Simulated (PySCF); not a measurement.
## Radial density of Te (tellurium, neutral)

UHF, [Kr] 4d10 5s2 5p3 6s1, high-spin 5S determinant (an excited configuration). Calculation: PySCF 2.14, in aug-cc-pwCVDZ-PP with ECP28MDF (6s5p4d1f, 48 functions); a scalar-relativistic core potential. This is the valence pseudo-density: the core potential removes the inner electrons and smooths the orbitals near the nucleus.

| r (bohr) | 4πr²ρ (e/bohr) | 4πr²(ρα − ρβ) |
| --- | --- | --- |
| 0.00207 | 1.918e-05 | 0.0000 |
| 0.00348 | 5.352e-05 | 0.0000 |
| 0.00586 | 0.0001457 | 0.0000 |
| 0.00986 | 0.0003716 | 0.0000 |
| 0.0166 | 0.0008094 | 0.0000 |
| 0.0279 | 0.001349 | 0.0000 |
| 0.0469 | 0.001883 | 0.0000 |
| 0.0789 | 0.003059 | 0.0000 |
| 0.133 | 0.01999 | 0.0001 |
| 0.223 | 0.2509 | 0.0017 |
| 0.375 | 3.982 | 0.0508 |
| 0.632 | 23.56 | 0.2649 |
| 1.06 | 15.40 | -0.0004 |
| 1.79 | 4.008 | 1.4074 |
| 3.01 | 1.315 | 0.9354 |
| 5.06 | 0.3666 | 0.3577 |
| 8.50 | 0.04005 | 0.0400 |

Energies and moments cover only the electrons outside the core potential. The outer electron is Rydberg-like, and this basis confines it to a smaller radius and binds it less than a complete one would.
